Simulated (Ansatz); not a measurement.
LiI₂⁻ was relaxed with r2SCAN-D4 (def2-TZVPD) in Ansatz in these states: charge -1 quintet, charge -1 singlet, charge -1 triplet. The geometries follow in no particular order.

In the def2 sets I takes a core potential; there is no spin–orbit coupling.

A:

Cartesian coordinates in Å:
```
Li 0.000 0.000 0.001
I 0.795 -2.418 -0.151
I -0.795 2.418 0.150
```

B:

```xyz
3

Li   -0.0186    0.0114   -0.0015
I     2.3226    3.4311   -3.4396
I    -2.3040   -3.4425    3.4411
```

C:

```xyz
3

Li   -1.003    0.643    0.985
I     1.687    0.594    0.117
I    -0.684   -1.237   -1.102
```

Judge from the bond lengths which geometry belongs to which state (an estimate).

A is the charge -1 singlet (Li1–I3 2.550 Å, Li1–I2 2.549 Å); B is the charge -1 quintet (Li1–I3 5.385 Å, Li1–I2 5.385 Å); C is the charge -1 triplet (Li1–I3 2.827 Å, Li1–I2 2.827 Å).

At r2SCAN-D4/def2-TZVPD the highest occupied level of the charge -1 quintet lies above zero (up to 1.20 eV). It is a level of α spin, whose loss leaves a quartet; that state wasn't run at this geometry and level. The electron is either unbound and held by the finite basis, or the level is raised by self-interaction error. At r2SCAN-D4/def2-TZVPD the highest occupied level of the charge -1 triplet lies above zero (up to 1.08 eV). It is a level of α spin, whose loss leaves a doublet; that state wasn't run at this geometry and level. The electron is either unbound and held by the finite basis, or the level is raised by self-interaction error. At PBE0-D4/def2-TZVPD a singlet lies 9.05 eV below the charge -1 quintet. At PBE0-D4/def2-TZVPD a singlet lies 3.47 eV below the charge -1 triplet. In the triplet, I2 and I3 lie 3.23 Å apart (atoms count from 1), so these atoms are partly bonded to each other. These are the stationary points nearest to one start from a short search; other shapes may lie lower in each state. The charge -1 quintet has come apart into loosely held pieces.
